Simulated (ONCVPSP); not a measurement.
## PBE ONCV dataset for Sc, scalar-relativistic all-electron reference.

scandium (Sc), optimised norm-conserving Vanderbilt (ONCV), made with ONCVPSP 4.0.1 (PBE, scalar-relativistic). Core [Ne], reference 3s2 3p6 3d1 4s2. Waves: 3s+4s: rc 1.75 bohr, ncon 4, nbas 7, qcut 8.5 1/bohr, 2 projectors; 3p: rc 1.40 bohr, ncon 3, nbas 6, qcut 12.4 1/bohr, 2 projectors, debl 1.2 Ha; 3d: rc 2.65 bohr, ncon 4, nbas 9, qcut 4.9 1/bohr, 1 projector. Local part: polynomial inside 1.00 bohr (lpopt 3, dvloc0 0 Ha). Core correction: Teter function, fcfact 5.25, rcfact 1.2.

In the p channel the program set the typed energies aside and used -1.236, 0.250 Ha.

Calculated quality:

* Cutoffs needed: 30 Ha and 41 Ha (the cutoffs (Ha) at which the residual kinetic energy of the hardest occupied pseudo-wave falls to 1 and 0.1 mHa per electron)
* Ghost test: no bound ghost flagged; no localised positive-energy state flagged
* Configuration tests: 1 of 4 tests not solved or not reliable
* rms error of d²Exc/dni dnj: 2.55 mHa without and 2.19 mHa with the model core

Generation and tests took about 3.9 s on one core of a shared server CPU.
